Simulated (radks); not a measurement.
Results of a calculation; reference values are marked as such.
Task: Code: a radial shooting solver on a logarithmic mesh with Libxc functionals. Model: non-relativistic Kohn-Sham, LB94 model potential, spin-unpolarised, spherical densities, point nucleus. Response by self-consistent Sternheimer equations with the Hartree and adiabatic LDA kernel. For heavy and open-shell atoms this level of theory can miss by tens of per cent. Rank Li+, K, Mg+, Nb, Ca, Cd2+, Mn2+, Mn+, Sr+, Xe (NIST ground configurations) by static dipole polarisability, largest first.

Result: K 150.6, Ca 123.1, Nb 73.98, Sr+ 63.14, Xe 27.36, Mg+ 23.90, Mn+ 22.95, Cd2+ 5.097, Mn2+ 3.709, Li+ 0.1985 bohr^3.
